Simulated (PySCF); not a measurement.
difluoro(1-fluoroethenyl)borane (C₂H₂BF₃), SMILES C=C(F)B(F)F. Atoms are numbered in the order given.

```xyz
8

C     -1.1176    -1.5468     0.0000
C     -0.0166    -0.7872     0.0000
F      1.2023    -1.3622     0.0000
B     -0.0256     0.7730     0.0000
F      1.0914     1.4705     0.0000
F     -1.1726     1.4305     0.0000
H     -2.0995    -1.0715     0.0000
H     -1.0573    -2.6383     0.0000
```
Charge 0, spin multiplicity 1.

Geometry optimised at B3LYP-D3(BJ)/def2-SVP. Other conformers were not sampled.

Calculation: B3LYP-D3(BJ)/def2-SVP in PySCF 2.14.0.

No scaling factor is applied to the harmonic values.

| mode | ν (cm⁻¹) | IR (km/mol) | moving atoms (share of kinetic energy) |
|---|---|---|---|
| 1 | 74 | 0.9 | F 72 %, C 21 % |
| 2 | 181 | 1.4 | F 69 %, C 20 %, H 8 % |
| 3 | 342 | 4.5 | C 49 %, B 19 %, H 16 %, F 15 % |
| 4 | 346 | 0.8 | F 66 %, C 20 %, H 13 % |
| 5 | 441 | 1.5 | F 68 %, C 16 % |
| 6 | 526 | 20.0 | F 53 %, C 25 %, H 12 %, B 9 % |
| 7 | 706 | 51.0 | B 64 %, C 27 % |
| 8 | 727 | 4.0 | F 59 %, C 24 %, H 12 % |
| 9 | 760 | 1.4 | H 89 % |
| 10 | 934 | 41.3 | H 71 %, C 29 % |
| 11 | 956 | 29.7 | H 46 %, C 27 %, F 27 % |
| 12 | 1189 | 181.6 | C 34 %, F 27 %, B 27 %, H 12 % |
| 13 | 1373 | 9.5 | H 68 %, C 23 % |
| 14 | 1425 | 268.6 | B 41 %, C 31 %, H 18 %, F 9 % |
| 15 | 1451 | 361.5 | B 74 %, F 24 % |
| 16 | 1705 | 37.6 | C 89 %, H 9 % |
| 17 | 3162 | 1.0 | H 94 % |
| 18 | 3271 | 0.1 | H 89 %, C 11 % |
